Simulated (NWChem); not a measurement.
Species: C₂H₆Cd; SMILES [CH3][Cd][CH3]

```xyz
9

Cd    -0.0063     0.0006     0.0043
C     -0.0047     2.1166     0.0033
H      0.1520     2.5108    -1.0130
H      0.7971     2.5111     0.6468
H     -0.9629     2.5118     0.3756
C     -0.0094    -2.1154     0.0058
H     -0.8302    -2.5087    -0.6142
H     -0.1375    -2.5089     1.0263
H      0.9369    -2.5123    -0.3938
```
Atoms are numbered in this order, from 1.

Program: NWChem. STO-3G and 3-21G are far too small for this property and stand as cheap habits. All runs use the structure optimised with PBE0/def2-SVP. def2 effective core potentials on Cd; no spin-orbit coupling. Field at 589 nm.

For level B3LYP/STO-3G (all-electron, non-relativistic):

- isotropic polarisability (bohr³) = 30.4
- anisotropy (bohr³) = 14.2

### Question
What are these values for level B3LYP/def2-SVP (core potentials)?

### Answer
- isotropic polarisability (bohr³) = 56.2
- anisotropy (bohr³) = 36.8
